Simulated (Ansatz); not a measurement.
Single points on the cluster Na₃Sn₅⁻.

```yaml
crystal:
  periodic: [false, false, false]
  atoms:
    - {symbol: Na, position_ang: [1.003047, 1.868565, 0.961414]}
    - {symbol: Na, position_ang: [-1.190499, 1.298950, -1.516137]}
    - {symbol: Na, position_ang: [-0.287161, 4.772605, -0.847146]}
    - {symbol: Sn, position_ang: [0.198731, -3.311496, 0.588601]}
    - {symbol: Sn, position_ang: [1.268306, -0.857533, -0.931994]}
    - {symbol: Sn, position_ang: [-1.181284, -0.627557, 1.191394]}
    - {symbol: Sn, position_ang: [-1.416719, -1.965914, -1.423442]}
    - {symbol: Sn, position_ang: [1.605568, -1.177620, 1.977330]}
basis:
  gaussian: {orbitals: def2-SVPD, initial_orbitals: start.molden}
total_charge: -1
hamiltonian: {xc: pbe}
correlation: {method: rpa}
scf: {omitted_lower_state_checks: [starts]}
```

The file start.molden holds the orbitals of an earlier run on this structure, at another level or in another basis.

```sh
$ ansatz run in.yaml --threads 4 --pin off --events-out ev --progress --plain --max-ram 4787MiB
```

It prints (some lines left out):

```
Functional definition: PBE
2607 factors; integrals over basis functions are off by at most 2.7e-4 eV
mean field evaluation 1: about -42400.2327 eV, gradient 1.2e1 eV
mean field evaluation 2: about -42400.5321 eV, gradient 3.8e-1 eV
mean field evaluation 4: about -42400.5343 eV, gradient 3.9e-3 eV
mean field evaluation 8: about -42400.5343 eV, gradient 2.2e-6 eV
mean field -42400.53429343 eV, -1558.1908951691 hartree, gradient 2.2e-6 eV, S^2 0.000000; 0 other end points of the search recorded, 0 dependent functions left out
23 core orbitals not correlated: weight in the atoms' cores, before any rotation towards them, 1.000 or more for the frozen orbitals, at most 0.000 for the correlated occupied ones
reference -42240.10389077 eV, -1552.2951866149 hartree; 49, 49 occupied and 142, 142 virtual orbitals, 2607 factors
Total energy: -42266.52818205 eV, -1553.2662614087 hartree
Checks for a lower state left out: starts
```

Hardware: 4 threads of Arm Neoverse V1 on a shared host. Wall time 26 s, peak host memory 1.1 GiB.

First input, but with `gaussian: {orbitals: def2-SVP, initial_orbitals: start.molden}`, `hamiltonian: {xc: {name: revPBE}, dispersion: d4}`, `output: {orbitals: {seedname: orbitals}}` and without the key `correlation` (abridged; 5.5 s):

```
Functional definition: revPBE
mean field -42412.56031044 eV, -1558.6328431427 hartree, gradient 2.1e-5 eV, S^2 0.000000
Total energy: -42413.41700302 eV, -1558.6643260143 hartree
Checks for a lower state left out: starts
```

First input, but with `gaussian: {orbitals: def2-SVP, initial_orbitals: start.molden}`, `hamiltonian: {xc: {name: B2PLYP}}` and without the key `correlation` (abridged; 22 s):

```
Functional definition: B2PLYP
mean field -42356.59508083 eV, -1556.5761588893 hartree, gradient 3.5e-6 eV, S^2 0.000000
23 core orbitals not correlated: weight in the atoms' cores, before any rotation towards them, 1.000 or more for the frozen orbitals, at most 0.000 for the correlated occupied ones
second order -21.98903374 eV of doubles, -0.00000000 eV of singles
Total energy: -42362.53229459 eV, -1556.7943474704 hartree
Checks for a lower state left out: starts
```

As the first input, with `gaussian: {orbitals: def2-SVP, initial_orbitals: start.molden}`, `hamiltonian: {xc: {name: r2SCANh}, dispersion: d4}`, `output: {orbitals: {seedname: orbitals}}` and without the key `correlation` (abridged; 18 s):

```
Functional definition: r2SCANh
mean field -42416.49441221 eV, -1558.7774187162 hartree, gradient 1.5e-5 eV, S^2 0.000000
Total energy: -42416.61474813 eV, -1558.7818409796 hartree
Checks for a lower state left out: starts
```

The first input with `correlation: {method: mp2}`, `output: {orbitals: {seedname: orbitals}}` and without the key `hamiltonian` (abridged; 25 s):

```
Functional definition: HF
mean field -42242.13695698 eV, -1552.3699004203 hartree, gradient 6.3e-6 eV, S^2 0.000000; unrestricted orbitals would lower it
mean field evaluation 16: about -42242.1849 eV, gradient 4.9e-1 eV
23 core orbitals not correlated: weight in the atoms' cores, before any rotation towards them, 1.000 or more for the frozen orbitals, at most 0.000 for the correlated occupied ones
second order -17.41765917 eV of doubles, -0.00000000 eV of singles
Total energy: -42259.55461615 eV, -1553.0099875887 hartree
Checks for a lower state left out: starts
```

The first input with `gaussian: {orbitals: def2-SVP, initial_orbitals: start.molden}`, `hamiltonian: {xc: r2scan, dispersion: d4}`, `output: {orbitals: {seedname: orbitals}}` and without the key `correlation` (abridged; 16 s):

```
Functional definition: r2SCAN
mean field -42418.27767092 eV, -1558.8429522652 hartree, gradient 2.0e-5 eV, S^2 0.000000
Total energy: -42418.37690805 eV, -1558.8465991624 hartree
Checks for a lower state left out: starts
```

First input, but with `gaussian: {orbitals: def2-SVP, initial_orbitals: start.molden}`, `hamiltonian: {xc: pbe, dispersion: d4}`, `output: {forces: true, orbitals: {seedname: orbitals}}` and without the key `correlation` (abridged; 6.5 s):

```
Functional definition: PBE
mean field -42400.37867889 eV, -1558.1851764404 hartree, gradient 1.6e-5 eV, S^2 0.000000
Total energy: -42400.93574148 eV, -1558.2056481128 hartree
Atom 0 force     0.063407     0.130954     0.058622 eV/Å
Atom 1 force    -0.112723     0.122810    -0.143297 eV/Å
Atom 2 force     0.008914     0.088953     0.000717 eV/Å
Atom 3 force     0.016987    -0.292015     0.050314 eV/Å
Atom 4 force     0.294058     0.009689    -0.237828 eV/Å
Atom 5 force    -0.273443     0.062783     0.253098 eV/Å
Atom 6 force    -0.261694    -0.145205    -0.285181 eV/Å
Atom 7 force     0.264494     0.022031     0.303555 eV/Å
Dipole moment:     0.020714    -0.328465     0.059624 e Å
Checks for a lower state left out: starts
```

Geometry: r2SCAN-D4/def2-SVPD.

In the def2 sets Sn takes a core potential; there is no spin–orbit coupling. Correlated methods freeze 23 core orbitals; core or outer-core shells of Na, Sn are correlated, in sets that lack core-valence functions. The restricted singlet is unstable towards broken spin symmetry in Hartree–Fock (as tested in another run); at RPA@PBE/def2-SVPD, revPBE-D4/def2-SVP, B2PLYP/def2-SVP, r2SCANh-D4/def2-SVP and others this wasn't settled. At MP2/def2-SVPD the restricted singlet (for correlated methods, its reference) is unstable: a solution with broken spin symmetry lies lower. The structure comes from a short search, and lower isomers may exist.
